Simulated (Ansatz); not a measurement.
A relaxation, step by step

SiNH6OF, closed shell, PBE0-D4/def2-TZVP (Ansatz 0.2.0). Settings:

```yaml
hamiltonian: {xc: pbe0, dispersion: d4}
relax: {f_tol: 0.005, max_steps: 200}
```

Start, a step off a saddle point along its unstable mode:

| atom | x (Å) | y (Å) | z (Å) |
| --- | --- | --- | --- |
| Si1 | -0.5865 | 0.1104 | -0.0793 |
| F2 | 1.2674 | -1.1221 | -0.6623 |
| H3 | -1.2220 | -0.9655 | -0.8886 |
| H4 | -1.5579 | 1.1839 | 0.1184 |
| N5 | -0.0823 | -0.2615 | 1.4951 |
| H6 | 1.1741 | -0.3313 | -1.0071 |
| O7 | 0.5922 | 0.8672 | -1.0902 |
| H8 | 0.5964 | -0.9575 | 1.7782 |
| H9 | -0.4543 | 0.2676 | 2.2678 |
| H10 | 0.2728 | 1.2086 | -1.9320 |

```json
{"step": "1", "energy less the last (meV)": "1041.1", "largest force component (eV/Å)": "7.714"}
{"step": "2", "energy less the last (meV)": "404.4", "largest force component (eV/Å)": "1.498"}
{"step": "3", "energy less the last (meV)": "200.1", "largest force component (eV/Å)": "0.875"}
{"step": "4", "energy less the last (meV)": "110.8", "largest force component (eV/Å)": "1.184"}
{"step": "5", "energy less the last (meV)": "51.9", "largest force component (eV/Å)": "0.692"}
{"step": "6", "energy less the last (meV)": "49.9", "largest force component (eV/Å)": "1.137"}
{"step": "7", "energy less the last (meV)": "17.1", "largest force component (eV/Å)": "0.383"}
{"step": "8", "energy less the last (meV)": "4.8", "largest force component (eV/Å)": "0.251"}
{"step": "9", "energy less the last (meV)": "1.6", "largest force component (eV/Å)": "0.126"}
{"step": "10 (rejected trial)", "energy less the last (meV)": "1.6", "largest force component (eV/Å)": "0.079"}
{"step": "11", "energy less the last (meV)": "0.7", "largest force component (eV/Å)": "0.026"}
{"step": "12", "energy less the last (meV)": "0.2", "largest force component (eV/Å)": "0.038"}
{"step": "13", "energy less the last (meV)": "0.2", "largest force component (eV/Å)": "0.029"}
{"step": "14", "energy less the last (meV)": "0.0", "largest force component (eV/Å)": "0.010"}
{"step": "15", "energy less the last (meV)": "0.0", "largest force component (eV/Å)": "0.004"}
{"step": "16", "energy less the last (meV)": "0.0", "largest force component (eV/Å)": "0.004"}
```

Step 2, positions (Å) and forces (eV/Å):

```
atom       x       y       z      Fx      Fy      Fz
 Si1  -0.617   0.129  -0.085  -0.392   0.431   0.031
  F2   1.329  -1.239  -0.639   0.508  -1.498   0.378
  H3  -1.232  -0.956  -0.885   0.091   0.018   0.046
  H4  -1.628   1.190   0.130  -0.122   0.082   0.012
  N5  -0.093  -0.252   1.475  -0.024   0.088   0.059
  H6   1.244  -0.365  -1.005   0.493   0.559  -0.579
  O7   0.573   0.883  -1.076  -0.569   0.330   0.230
  H8   0.594  -0.942   1.728  -0.056   0.029  -0.184
  H9  -0.422   0.292   2.256   0.070  -0.023  -0.068
 H10   0.252   1.260  -1.900   0.001  -0.015   0.075
```

Step 5, positions (Å) and forces (eV/Å):

```json
{"atom": "Si1", "x": "-0.819", "y": "0.253", "z": "-0.044", "Fx": "-0.198", "Fy": "0.084", "Fz": "0.022"}
{"atom": "F2", "x": "1.862", "y": "-1.320", "z": "-0.739", "Fx": "0.185", "Fy": "-0.131", "Fz": "-0.018"}
{"atom": "H3", "x": "-1.463", "y": "-0.845", "z": "-0.802", "Fx": "0.081", "Fy": "-0.071", "Fz": "-0.016"}
{"atom": "H4", "x": "-1.816", "y": "1.328", "z": "0.191", "Fx": "0.061", "Fy": "0.045", "Fz": "0.043"}
{"atom": "N5", "x": "-0.229", "y": "-0.259", "z": "1.456", "Fx": "-0.014", "Fy": "-0.023", "Fz": "-0.025"}
{"atom": "H6", "x": "1.596", "y": "-0.448", "z": "-0.960", "Fx": "-0.224", "Fy": "0.121", "Fz": "0.110"}
{"atom": "O7", "x": "0.429", "y": "0.856", "z": "-0.986", "Fx": "0.075", "Fy": "0.117", "Fz": "-0.692"}
{"atom": "H8", "x": "0.433", "y": "-1.016", "z": "1.531", "Fx": "-0.035", "Fy": "0.062", "Fz": "0.001"}
{"atom": "H9", "x": "-0.227", "y": "0.349", "z": "2.258", "Fx": "0.046", "Fy": "-0.054", "Fz": "-0.073"}
{"atom": "H10", "x": "0.233", "y": "1.102", "z": "-1.907", "Fx": "0.024", "Fy": "-0.149", "Fz": "0.647"}
```

Step 12, positions (Å) and forces (eV/Å):

```
atom       x       y       z      Fx      Fy      Fz
 Si1  -0.913   0.297  -0.039  -0.003  -0.006  -0.015
  F2   2.276  -1.012  -0.574  -0.033   0.038  -0.009
  H3  -1.762  -0.689  -0.753   0.005   0.011   0.005
  H4  -1.669   1.530   0.288   0.005   0.002  -0.003
  N5  -0.304  -0.348   1.402   0.012   0.006   0.026
  H6   1.655  -0.335  -0.793   0.022  -0.028   0.008
  O7   0.351   0.678  -1.076  -0.021  -0.006  -0.035
  H8   0.261  -1.184   1.390   0.004  -0.003   0.001
  H9  -0.035   0.262   2.158  -0.009  -0.010  -0.016
 H10   0.138   0.801  -2.004   0.017  -0.001   0.037
```

Last step (16):

```
10
angstrom
Si -0.9156 0.2970 -0.0394
F 2.2900 -0.9894 -0.5575
H -1.7828 -0.6758 -0.7487
H -1.6524 1.5392 0.2934
N -0.3038 -0.3546 1.3983
H 1.6575 -0.3278 -0.7880
O 0.3460 0.6616 -1.0838
H 0.2605 -1.1904 1.3837
H -0.0336 0.2538 2.1536
H 0.1339 0.7863 -2.0117
```

The run took about 120 s on 4 CPU threads of an AMD EPYC (shared host).
